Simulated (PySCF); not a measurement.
Excitation energy of Si by level of theory

Si [Ne] 3s2 3p2 (3P) → Si [Ne] 3s2 3p1 3d1 (high-spin determinant), as a difference of total energies. Calculation: PySCF 2.14, in dyall-av3z (19s12p3d2f, 84 functions); the non-relativistic Hamiltonian (point nucleus). Correlated levels: valence: [Ne] frozen; virtual orbitals above 40 to 60 times the deepest correlated orbital energy dropped. The calculations carry no spin-orbit coupling.

| method | excitation energy (eV) |
| --- | --- |
| UHF | 6.699 |
| LDA | 6.309 |
| PBE | 6.228 |
| PBE0 | 6.441 |
| r2SCAN | 6.584 |
| M06 | 6.226 |
| PW91 | 6.255 |
| MN15 | 6.618 |
| M06-2X | 6.467 |
| MP2 (valence) | 6.758 |
| SCS-MP2 (valence) | 6.727 |

Question: How much does correlation contribute at MP2 (valence)?

Answer: 6.758 − (6.699) = 0.059 eV, measured against UHF.

The promoted electron is Rydberg-like, and one or two diffuse shells describe it only roughly, which tends to raise the upper state.

The determinant of the upper state mixes LS terms, which raises its energy above the lowest term, most at the Hartree-Fock and MP2 levels.
